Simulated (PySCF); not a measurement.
Two species compared at the same levels of theory.

First species: C6H4ClF.
Bonds: F1–C2, C2–C3 (aromatic), C3–C4 (aromatic), C4–C5 (aromatic), C5–C6 (aromatic), C6–Cl7, C6–C8 (aromatic), C2–C8 (aromatic). Hydrogens: H9 on C3; H10 on C4; H11 on C5; H12 on C8.

Second species: C5H14BN.
Bonds: C1–N2, N2–C3, N2–B4, B4–C5, C5–C6, C6–C7, N2–C7. Hydrogens: H8, H9, H10 on C1; H11, H12, H13 on C3; H14, H15 on B4; H16, H17 on C5; H18, H19 on C6; H20, H21 on C7.

Levels: wB97X-D/def2-SVPD for HOMO energy, LUMO energy, HOMO–LUMO gap and static isotropic polarisability; TDDFT wB97X-D/def2-SVPD for lowest singlet excitation; TDA wB97X-D/def2-SVPD for lowest triplet excitation (Tamm–Dancoff); ΔSCF wB97X-D/def2-SVPD for vertical ionisation energy. Geometries: PBE0-D3(BJ)/def2-SVP. Each species is one conformer at its optimised geometry, gas phase, non-relativistic unless stated. Electronic properties by PySCF.

(1) Which of the two has the higher T1 energy, and by how much?

(2) Which of the two has the higher LUMO energy, and by how much?

(3) Which of the two has the higher HOMO–LUMO gap, and by how much?

(4) Which of the two has the higher vertical ionisation energy, and by how much?

(5) Which has the higher static isotropic polarisability?

(6) Which has the higher S1 energy?

Answers

(1) The second: 7.26 eV against 4.10 eV, a difference of 3.16 eV.

(2) The second: 2.00 eV against 0.79 eV, a difference of 1.21 eV.

(3) The second: 11.13 eV against 9.93 eV, a difference of 1.20 eV.

(4) The second: 9.53 eV against 9.32 eV, a difference of 0.21 eV.

(5) The second: 82.9 au against 82.1 au, a difference of 0.8 au.

(6) The second: 7.34 eV against 5.31 eV, a difference of 2.03 eV.

On the first: The polarisability is 12.16 Å³ as a volume (1 au = 0.148185 Å³), or 1.24 au for each of the 66 electrons. No computed singlet falls in the visible range (750 to 380 nm, 1.65 to 3.26 eV); S1 lies 2.05 eV above its blue end.

On the second: The principal polarisabilities are 78.4, 82.3 and 87.9 au; their mean is the isotropic value. The ΔSCF ionisation energy exceeds −ε(HOMO) by 0.40 eV with wB97X-D.
